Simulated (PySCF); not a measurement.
## Computed properties of Sn(H)3(NH2) (H5NSn), SMILES [NH2][SnH3]

Sn(H)3(NH2) (H5NSn), SMILES [SnH3][NH2]. Geometry: B3LYP-D3(BJ)/def2-TZVP. The def2 effective core potentials stand for the cores of Sn; spin–orbit coupling is left out. The values are those of a single conformer. All values are computed for the isolated molecule unless a solvent is named; none is compared with measurement here.

**Structure.** The optimised structure has Cs symmetry. All 15 harmonic modes at B3LYP-D3(BJ)/def2-TZVP (PySCF) are real, so it is a minimum.

**Vibrations.** The strongest infrared lines (harmonic, unscaled, degenerate partners summed) lie at 1879 cm⁻¹ (199 km/mol, H 99 %), 1939 cm⁻¹ (186 km/mol, H 99 %), 545 cm⁻¹ (130 km/mol, N 72 %, H 19 %, Sn 9 %). The softest mode is at 129 cm⁻¹ and the zero-point energy is 28.1 kcal/mol.

**Electronic structure.** B3LYP/def2-TZVPD (PySCF) places the frontier levels at -7.01 and -0.64 eV, a gap of 6.37 eV, and gives a dipole moment of 1.03 D and a mean polarisability of 53.4 bohr³.

**Excitations.** TDDFT-ωB97X/def2-SVPD (PySCF) has S1 at 6.07 eV (204 nm, f = 0.052, bright); the most intense of the 10 singlets computed lies at 8.71 eV (f = 0.29). T1 (TDA) is at 5.59 eV. No vertical singlet excitation falls in the visible range (under 3.1 eV).
